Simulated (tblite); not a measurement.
Isomers of C7H14FNSi. All values are computed: GFN2-xTB (tblite) harmonic vibrations without scaling, gas phase. The method is semi-empirical: single wavenumbers can be off by several per cent or more. Modes of hydrogen on silicon can be 10 to 20 % off. One conformer each.

Electronic energies: GFN2-xTB at the same geometries; isomer energies are rough at this level and their order can be wrong.

```tsv
SMILES	electronic energy, lowest = 0 (kcal/mol)
C=C(F)[Si@@H]1C[C@@H]1N(C)CC	100.3
C=C(C)[C@@H]1CC[C@@H]1N[SiH2]F	0.0
CC(C)[SiH2]CC[C@H](F)C#N	71.1
C/C=C1/[SiH2][C@@H](N(C)C)[C@@H]1F	69.5
```

Q: How do GFN2-xTB zero-point energies change the relative energies?

A: 
```
                            SMILES  ZPE (kcal/mol)  of it from modes above 1550 cm⁻¹  electronic (kcal/mol)  with ZPE, lowest = 0 (kcal/mol)  lowest mode (cm⁻¹)  rings
    C=C(C)[C@@H]1CC[C@@H]1N[SiH2]F           122.4                              61.6                    0.0                              0.0                  25      1
C/C=C1/[SiH2][C@@H](N(C)C)[C@@H]1F           120.8                              59.8                   69.5                             67.9                  43      1
          CC(C)[SiH2]CC[C@H](F)C#N           121.0                              61.1                   71.1                             69.7                  21      0
      C=C(F)[Si@@H]1C[C@@H]1N(C)CC           121.9                              61.5                  100.3                             99.7                  40      1
```

The zero-point energies span 1.6 kcal/mol, from `C/C=C1/[SiH2][C@@H](N(C)C)[C@@H]1F` to `C=C(C)[C@@H]1CC[C@@H]1N[SiH2]F`. The order is unchanged.

Q: What do entropy and thermal enthalpy add at 298.15 K and 1 bar (rigid rotor, harmonic oscillator, one conformer each)?

A: 
```json
{"SMILES": "C=C(C)[C@@H]1CC[C@@H]1N[SiH2]F", "point group": "C1", "symmetry number": "1", "S (cal/(mol K))": "112.8", "H − H(0) (kcal/mol)": "8.36", "ZPE + H − H(0) − TS (kcal/mol)": "97.1"}
{"SMILES": "C/C=C1/[SiH2][C@@H](N(C)C)[C@@H]1F", "point group": "C1", "symmetry number": "1", "S (cal/(mol K))": "109.7", "H − H(0) (kcal/mol)": "8.55", "ZPE + H − H(0) − TS (kcal/mol)": "96.6"}
{"SMILES": "C=C(F)[Si@@H]1C[C@@H]1N(C)CC", "point group": "C1", "symmetry number": "1", "S (cal/(mol K))": "111.8", "H − H(0) (kcal/mol)": "8.63", "ZPE + H − H(0) − TS (kcal/mol)": "97.2"}
```

Not tabulated: `CC(C)[SiH2]CC[C@H](F)C#N` (lowest mode only 21 cm⁻¹).
